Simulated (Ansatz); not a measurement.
Ansatz (a quantum-chemistry and plane-wave program) input:

Ansatz 0.2 input:
```yaml
crystal:
  periodic: [false, false, false]
  atoms:
    - {symbol: Ge, position_ang: [-0.08477720, -0.07437620, -0.00531560]}
    - {symbol: O, position_ang: [-1.30740316, -1.14700261, -0.08197526]}
    - {symbol: F, position_ang: [-0.02643976, 1.54895718, -0.55155935]}
    - {symbol: F, position_ang: [1.49000595, -0.26495060, 0.64332616]}
basis:
  gaussian:
    orbitals: aug-cc-pVDZ
total_charge: -1
magnetization: {spin_polarized: true, initial_magnetization: 1}
correlation: {method: ccsd_t, electrons: outside_noble_gas}
```

Problem. Which total energy does the run end on?

Solution. -2349.90092 Eh (CCSD(T)/aug-cc-pVDZ). The basis has 105 functions.

This state (charge -1, doublet) is run at the relaxed geometry of the species with charge 0 and multiplicity 1.
